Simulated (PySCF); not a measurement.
This PySCF input asks for the NMR shieldings of SMILES [C@H]1(C(C)C)CCO[SiH2]1, C6H14OSi; the geometry comes from GFN2-xTB.

```python
import basis_set_exchange as bse
import numpy as np
from pyscf import gto, dft
from pyscf.prop import nmr

atoms = """
C    -2.067681   -0.526979   -0.931638
C    -1.064863   -0.505401    0.219125
C    -1.730235    0.066436    1.471751
C     0.173916    0.299387   -0.173488
C     1.256912    0.325602    0.911878
C     2.572396    0.693390    0.227800
O     2.643050    0.051835   -1.025388
Si    1.191152   -0.344866   -1.660921
H    -2.401246    0.482989   -1.160570
H    -1.614631   -0.947844   -1.826098
H    -2.939032   -1.123272   -0.669007
H    -0.757396   -1.536273    0.430512
H    -1.997562    1.109701    1.312708
H    -1.065415    0.007421    2.329881
H    -2.637435   -0.486595    1.707566
H    -0.143966    1.329971   -0.368650
H     1.353885   -0.674128    1.341797
H     1.040401    1.030177    1.715355
H     2.632459    1.775998    0.066182
H     3.441451    0.381909    0.814002
H     1.143397   -1.792605   -1.840566
H     0.960035    0.402534   -2.893079
"""
names = dict.fromkeys(["C", "O", "Si", "H"], "pcSseg-1")
basis = {el: gto.basis.parse(bse.get_basis(n, elements=[el], fmt="nwchem")) for el, n in names.items()}
mol = gto.M(atom=atoms, basis=basis, charge=0, verbose=0)
mf = dft.RKS(mol, xc="PBE0")
mf.grids.level = 2
mf.grids.alignment = dft.numint.BLKSIZE   # the property module wants whole blocks of grid points
mf.conv_tol = 1e-9
mf.kernel()

calc = nmr.RKS(mf)   # GIAO
C = mf.mo_coeff
Co = C[:, mf.mo_occ > 0]
resp = mf.gen_response(singlet=True, hermi=2)
def vind(x):   # induced exchange potential for any number of trial vectors
    d = np.einsum("pi,xij,qj->xpq", C, 2 * x.reshape(-1, C.shape[1], Co.shape[1]), Co, optimize=True)
    return np.einsum("xpq,pi,qj->xij", resp(d - d.transpose(0, 2, 1)), C, Co, optimize=True).ravel()
mo1, _ = nmr.rhf.solve_mo1(calc, with_cphf=vind)
sigma = calc.kernel(mo1)
for i, s in enumerate(sigma):   # ppm
    print("%2d %-2s %9.2f" % (i, mol.atom_pure_symbol(i), np.trace(s) / 3))
```

Task: What are the results?

Result: 
```
 0 C     158.17
 1 C     151.03
 2 C     160.77
 3 C     147.23
 4 C     150.09
 5 C     113.98
 6 O     304.28
 7 Si    349.12
 8 H      30.83
 9 H      31.01
10 H      30.50
11 H      30.26
12 H      31.14
13 H      30.25
14 H      30.61
15 H      30.70
16 H      30.24
17 H      29.72
18 H      27.73
19 H      27.20
20 H      26.88
21 H      26.68
```

These numbers come from an equivalent density-fitted implementation of the same equations, which agrees with the script to about 0.01 ppm for H and up to a few tenths of a ppm for heavy atoms, so last digits may differ.

Task: Turn these shieldings into chemical shifts. Shifts are taken against calculated references (same method and geometry level): TMS for 13C (σref 186.93), 29Si (σref 349.16), 1H (σref 31.72); 17O (σref 336.08) vs H2O.

Result: Averaging equivalent atoms: C 5: 72.9; C 3: 39.7; C 4: 36.8; C 1: 35.9; C 0: 28.8; C 2: 26.2; O 6: 31.8; Si 7: 0.0; H 21: 5.04; H 20: 4.83; H 19: 4.52; H 18: 3.98; H 17: 1.99; H 16: 1.48; H 11: 1.45; H 12/13/14: 1.05; H 15: 1.02; H 8/9/10: 0.94 ppm. Experimental scales use liquid or dissolved standards, which lie at an offset from isolated H2O (liquid H2O: subtract about 36 ppm).

Size and cost of the density-fitted run: 213 basis functions, 100 s wall time on 1 thread of an Arm Neoverse N1, shared host; peak memory 0.92 GiB.
